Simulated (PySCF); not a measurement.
# Spin states and ions at one geometry of [Pb(OH)5]−

PySCF 2.14.0, RKS PBE, Pb def2-SVP with ECP60, O def2-SVP, H def2-SVP; non-relativistic Hamiltonian with scalar-relativistic core potentials where named; density fitting; no spin-orbit coupling; singlets restricted, open shells unrestricted. The geometry is relaxed for charge -1, singlet, vacuum:

```xyz
11

Pb   -0.0174    0.1337    0.1490
O    -0.2269    0.2703    2.3108
H     0.7359    0.2185    2.4948
O     2.1521    0.0825    0.4671
H     2.3147   -0.8231    0.1294
O    -0.1587    1.9599   -0.9978
H    -1.1408    1.9573   -1.0331
O    -2.2223   -0.0474   -0.0418
H    -2.4487   -0.0441    0.9113
O     0.0944   -1.8069   -0.8324
H    -0.8782   -1.9434   -0.8499
```

Energies count from the relaxed state; an electron taken off or put on is at rest in vacuum. Charges and spins are Mulliken's.

```tsv
state	energy (eV)	spin squared	charge on Pb1 (e)	spin on Pb1 (e)	dipole about the centre of mass (D)
charge -1, singlet, vacuum	0.00	0.00	0.66	0.00	1.33
charge -1, triplet, vacuum	2.67	2.00	0.50	0.28	1.52
```

Problem. What does the state charge 0, doublet, vacuum give?

Solution. energy (eV) 4.15, spin squared 0.76, charge on Pb1 (e) 0.78, spin on Pb1 (e) -0.05, dipole about the centre of mass (D) 1.72.

With an electron taken off (doublet) the charges change, summed by element, by Pb +0.12 e, O +0.65 e, H +0.24 e. The vertical ionisation energy is 4.15 eV, against −ε(HOMO) = 1.28 eV of the relaxed state. The level lies 2.9 eV too high, as is usual for semilocal functionals and global hybrids, which keep a self-interaction error.

Open shells may have lower solutions than those found. Hard to converge, so the more doubtful: charge 0, doublet, vacuum.
